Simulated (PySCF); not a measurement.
## Deuteron quadrupole couplings in `Cc1cnncc1[SiH3]`

Species: C5H8N2Si.
Z-matrix (Å and degrees, GFN2-xTB geometry), rows numbered from 1:
```
C 
C   1  1.4922
C   2  1.3982  1  121.19
N   3  1.3166  2  123.66  1   179.96
N   4  1.3000  3  120.02  2     0.01
C   5  1.3165  4  120.05  3    -0.01
C   2  1.3937  1  122.15  3   179.96
Si  7  1.8895  2  123.58  1     0.04
H   1  1.0876  2  110.97  3    -0.01
H   1  1.0893  2  110.16  3  -120.71
H   1  1.0893  2  110.20  3   120.71
H   3  1.0823  2  121.13  1    -0.01
H   6  1.0817  5  114.96  4   180.00
H   8  1.4649  7  108.62  2   -59.94
H   8  1.4610  7  107.92  2   179.95
H   8  1.4648  7  108.54  2    59.82
```

Level: PBE0/pcSseg-1 (PySCF, non-relativistic); Q(2H) = 0.00286 b; rigid geometry, the same for H and D, with no vibrational averaging.

**Question.** Rank these positions by the coupling χzz of a deuteron there, largest first.
A. H16 (Si–H hydrogen)
B. H12 (aromatic hydrogen)
C. H9 (methyl hydrogen)

**Answer.** B (214 kHz), C (210 kHz), A (108 kHz).

**Question.** What are Vzz, η and χzz (234.96 MHz × Q × Vzz) at all hydrogens?

**Answer.** 
```csv
atom,bonded to,bond length (Å),Vzz (au),η,χzz (kHz)
H9,C1,1.088,0.3118,0.04,210
H10,C1,1.089,0.3090,0.03,208
H11,C1,1.089,0.3090,0.03,208
H12,C3,1.082,0.3178,0.07,214
H13,C6,1.082,0.3172,0.06,213
H14,Si8,1.465,0.1613,0.02,108
H15,Si8,1.461,0.1628,0.02,109
H16,Si8,1.465,0.1613,0.02,108
```

**Question.** Average by the element that carries the hydrogen.

**Answer.** on C: 210 kHz over 5 positions, mean bond length 1.086 Å; on Si: 109 kHz over 3 positions, mean bond length 1.464 Å.

Isolated species at its GFN2-xTB geometry, gas phase. GFN2-xTB bond lengths can be off by several hundredths of an ångström, more for odd bonds, and the gradients follow them. The basis is small and wasn't made for field gradients, so the couplings can be 20 % off.

The run behind these numbers computed NMR shieldings as well. The run took about 70 s of CPU time (one thread, shared machine).
